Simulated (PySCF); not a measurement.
Vertical excitations of a molecule C₂H₅BrSi from TDA-PBE/def2-SVPD (PySCF), as energy in eV (oscillator strength): 4.97 (0.002), 5.06 (0.018), 6.28 (0.086), 6.37 (0.011), 6.44 (0.027), 6.57 (0.059), 6.91 (0.027), 6.94 (0.007), 6.97 (0.013), 7.08 (0.164). Lowest triplet (TDA): 4.22 eV. Geometry: B3LYP-D3(BJ)/def2-SVP. The values are those of a single conformer.

Identify the compound among the candidates.
A) [SiH3]/C=C\Br
B) C=C([SiH3])Br
C) C=C[SiH2]Br

C, C=C[SiH2]Br
